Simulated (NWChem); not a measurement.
BN₂H₅; SMILES NBN

```xyz
8

B      0.0000     0.0000    -0.4811
H      0.0000     0.0000    -1.6947
N     -1.2431     0.0000     0.1880
H     -2.1178     0.0000    -0.3139
H     -1.3522     0.0000     1.1929
N      1.2431     0.0000     0.1880
H      1.3522     0.0000     1.1929
H      2.1178     0.0000    -0.3139
```
Atoms are numbered in this order, from 1.

Results from NWChem. Pople sets run with spherical d functions. STO-3G and 3-21G are far too small for this property and stand as cheap habits. Coordinates come from a PBE0/def2-SVP optimisation. Field at 589 nm.

```csv
level,isotropic polarisability (bohr³),anisotropy (bohr³)
B3LYP/STO-3G,14.4,18.3
B3LYP/6-31G*,25.7,18.3
B3LYP/def2-SVP,27.5,16.0
B3LYP/def2-SVPD,(withheld),(withheld)
B3LYP/aug-cc-pVDZ,37.3,11.2
B3LYP/def2-TZVPD,37.0,11.6
```

Task: Some entries are withheld; supply them.

Result: 
- B3LYP/def2-SVPD, isotropic polarisability (bohr³): 35.8
- B3LYP/def2-SVPD, anisotropy (bohr³): 12.3
